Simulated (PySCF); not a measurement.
# Shapes and spin states of NaSe2

Level of theory: B3LYP in PySCF with Na def2-SVP, Se def2-SVP; no relativity; density-fitted integrals.

Relaxations began from a few typed shapes and spin states; open shells are unrestricted. The search is not exhaustive: other isomers or separated fragments can lie lower, and high-lying points may rest on an excited occupation.

Task: Which is the lowest minimum found?
A. quartet C2v: Na–Se 2.768 Å (×2), Se–Se 2.762 Å; Na–Se–Se 60.1° (×2), Se–Na–Se 59.9°
B. quartet C∞v: Na–Se 3.175 Å, Se–Se 2.251 Å; Na–Se–Se 180.0°
C. doublet C2v: Na–Se 2.736 Å (×2), Se–Se 2.331 Å; Na–Se–Se 64.8° (×2), Se–Na–Se 50.4°

Result: C. The others lie at 181.0 (quartet C∞v), 193.2 (quartet C2v) kJ/mol above it.
